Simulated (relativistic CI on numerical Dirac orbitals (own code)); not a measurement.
## Sensitivity of the levels of Zr XXI to α and to the nuclear radius

Computed by Dirac-Coulomb-Breit CI, orbitals from a KLI potential per configuration, derivatives by finite differences, unscaled Slater integrals, QED left out (own radial code, finite nucleus).

CI space (outside the closed core [Ne]): 3s2 3p6 3d2, 3s2 3p5 3d3, 3s 3p6 3d3, 3s2 3p6 3d 4s, 3s2 3p6 3d 4p, 3s2 3p6 4s2. Double excitations out of closed p, d and f shells are left out; levels of such configurations are missing from the list, as are those of other unlisted configurations, and high levels can miss mixing partners.

With x = (α/α₀)² − 1 an excitation energy changes as ω = ω₀ + qx; K = 2q/ω₀ is the relative enhancement. Terms are leading LS components, so labels can repeat. The field-shift factor is F = δν/δ⟨r²⟩ for the transition from the lowest level.

Lowest level 3s2 3p6 3d2 3F_2.

```tsv
Level	ω₀ (cm⁻¹)	q (cm⁻¹)	K	F (GHz/fm²)
3s2 3p6 3d2 3F_3	20452	23060	2.26	0.126
3s2 3p6 3d2 3F_4	39594	39460	1.99	0.217
3s2 3p6 3d2 3P_0	60800	9498	0.312	0.0158
3s2 3p6 3d2 1D_2	61400	20790	0.677	0.0861
3s2 3p6 3d2 3P_1	71171	24040	0.676	0.0831
3s2 3p6 3d2 3P_2	93122	48970	1.05	0.23
3s2 3p6 3d2 1G_4	96603	32730	0.678	0.233
3s2 3p6 3d2 1S_0	206933	38350	0.371	0.457
3s2 3p5 3d3 5D°_2	886660	34030	0.0768	1.39
3s2 3p5 3d3 5D°_1	888652	35600	0.0801	1.33
3s2 3p5 3d3 5F°_3	891026	42190	0.0947	1.48
3s2 3p5 3d3 5D°_0	893461	41790	0.0935	1.31
3s2 3p5 3d3 5F°_4	900388	51580	0.115	1.56
3s2 3p5 3d3 5S°_2	902793	60110	0.133	1.37
3s2 3p5 3d3 5F°_5	918291	56950	0.124	1.6
3s2 3p5 3d3 5F°_1	924309	59220	0.128	1.2
3s2 3p5 3d3 5D°_2	924579	51930	0.112	1.32
3s2 3p5 3d3 5D°_3	927241	54080	0.117	1.32
3s2 3p5 3d3 5D°_4	928441	60400	0.13	1.43
3s2 3p5 3d3 5G°_6	940381	58860	0.125	1.65
3s2 3p5 3d3 3G°_3	956944	37870	0.0791	1.46
3s2 3p5 3d3 5G°_5	960225	73450	0.153	1.5
3s2 3p5 3d3 3G°_4	960875	56010	0.117	1.48
```

At this charge energies of transitions that change n are usually good to better than 1 %, and those within a shell (Δn = 0) to a few per cent. Terms inside the open d or f shell come out 10 to 20 % too wide with unscaled integrals.
